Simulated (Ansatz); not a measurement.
System: SnO, charge 1, doublet. SnO+ (parent SMILES [O]=[Sn], doublet).
B3LYP-D3(BJ)/def2-TZVP minimum from Ansatz (a quantum-chemistry and plane-wave program):
```
O
Sn 1 1.9878
```
Charge +1, spin multiplicity 2.

Total energies in def2-TZVPP, 9 correlated electrons, 10 frozen orbitals. Radicals and triplets start from unrestricted determinants; spin-orbit coupling is neglected. Correlated methods leave the cores frozen (noble-gas shells, and filled d and f shells in the p block). Past Kr the def2 sets carry scalar-relativistic core potentials. Spin-orbit terms, left out, reach several kcal/mol for Br and I, and more for heavier atoms. The spin of OSn+ (parent SMILES [O]=[Sn], doublet) was assumed, and the state is the lowest solution found for it.

| method | program | energy (Eh) | minus CCSDT(Q) (mEh) |
|---|---|---|---|
| HF | Ansatz | -287.95090 | 272.02 |
| MP2 | Ansatz | -288.19296 | 29.95 |
| CCSD | Ansatz | -288.21129 | 11.62 |
| CCSD(T) | Ansatz | -288.22118 | 1.74 |
| CCSDT(Q) | Ansatz | -288.22292 | 0.00 |

Rough core times of Ansatz's runs on a shared machine: CCSD(T) 50 s, CCSDT(Q) 5 min.
